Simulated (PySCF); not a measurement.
## Polarisability and C₆ of Hf³⁰⁺ (hafnium, charge +30)

[Kr] 4d6, high-spin 5D determinant. Computed with PySCF 2.14 in an even-tempered Gaussian basis (18 s from 2.5 bohr⁻², ratio 2.5; 12 p from 3.2 bohr⁻², ratio 2.5; 9 d from 3.2 bohr⁻², ratio 2.5; 4 f from 15 bohr⁻², ratio 2.7; 3 g from 23 bohr⁻², ratio 2.7), with no relativity, point nucleus. Coupled (time-dependent) response in atomic units; α is the mean over directions.

| method | mean α (bohr³) | α xx, yy, zz | C₆ (like pair) | S(−4) |
| --- | --- | --- | --- | --- |
| PBE0 | 0.05546 | 0.05301, 0.05301, 0.06037 | 0.02427 | 0.0009172 |

S(−4) is the Cauchy moment in α(ω) = α(0) + S(−4) ω² + …

Spin-orbit coupling is absent.

α(iu) at PBE0:

| u (hartree) | α(iu) (bohr³) |
| --- | --- |
| 0 | 0.05546 |
| 1.00 | 0.05457 |
| 2.00 | 0.05213 |
| 4.00 | 0.04492 |
| 6.00 | 0.03759 |
| 8.00 | 0.03150 |
| 10.0 | 0.02671 |
| 15.0 | 0.01881 |
| 20.0 | 0.01428 |
| 30.0 | 0.009522 |
| 50.0 | 0.005604 |

For an ion, C₆ is the dispersion term alone; charge-induced terms of lower order in 1/R come first.

The components differ because the open shell of this determinant is not spherical; for a pure term their mean is the scalar polarisability.

A non-relativistic calculation at this Z misses sizeable relativistic shifts. Spin-orbit coupling is strong in this species (close to jj coupling), so the high-spin LS determinant is a model state, not a physical level.
